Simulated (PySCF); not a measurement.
BH2O2, multiplicity 2. Atoms are numbered in the order given.

```xyz
5

O      0.0000     1.2312     0.0374
B      0.0000     0.0000    -0.5272
O      0.0000    -1.2312     0.0374
H      0.0000     1.2518     1.0188
H      0.0000    -1.2518     1.0188
```
Charge 0, spin multiplicity 2.

The structure is a stationary point at PBE-D3(BJ)/def2-TZVP. The isomer is the one that the SMILES or the coordinates give; other isomers of the formula were not compared. The values are those of a single conformer.

These are ωB97X/def2-TZVPD run with PySCF values and carry that method's errors.

Mulliken values depend strongly on the basis, most of all with diffuse functions as here. ESP charges are fitted to the potential on shells at 1.4 to 2.0 van der Waals radii. Atomic charges (e):

| atom | meta-Löwdin | ESP fit | Mulliken | Mulliken spin |
|---|---|---|---|---|
| O1 | ___ | -0.53 | -0.38 | -0.03 |
| B2 | ___ | 0.24 | 0.23 | 0.95 |
| O3 | ___ | -0.53 | -0.38 | -0.03 |
| H4 | ___ | 0.41 | 0.27 | 0.06 |
| H5 | ___ | 0.41 | 0.27 | 0.06 |

Question: What belongs in the gaps? (The exact figures need the calculation; the answer reports its results.)

Answer: 
- O1, meta-Löwdin: -0.51
- B2, meta-Löwdin: 0.35
- O3, meta-Löwdin: -0.51
- H4, meta-Löwdin: 0.33
- H5, meta-Löwdin: 0.33
